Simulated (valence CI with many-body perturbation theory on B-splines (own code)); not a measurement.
# Which ion has this spectrum?

A relativistic CI+MBPT calculation for an atom or ion with 7 electrons gives these levels (eV):

| J | Parity | E | g |
| --- | --- | --- | --- |
| 3/2 | odd | 0.00 | 1.39 |
| 3/2 | odd | 168.34 | 1.43 |
| 5/2 | odd | 186.14 | 1.19 |
| 1/2 | odd | 211.19 | 0.65 |
| 5/2 | even | 348.56 | 1.50 |
| 3/2 | odd | 380.43 | 1.27 |
| 1/2 | even | 404.48 | 2.18 |
| 3/2 | even | 405.85 | 1.24 |
| 3/2 | even | 536.30 | 1.50 |
| 5/2 | even | 563.97 | 1.27 |
| 1/2 | even | 592.50 | 1.47 |
| 3/2 | even | 604.36 | 1.09 |
| 1/2 | even | 778.88 | 1.65 |
| 3/2 | odd | 804.10 | 1.32 |

The energies are calculated, and their last digits are not significant.

**Question.** Which is it?
A. Rh38+
B. Sn43+
C. In42+
D. Ag40+

**Answer.** D. Ag40+, ground level (2s^2 2p1/2^2 2p3/2) J=3/2.
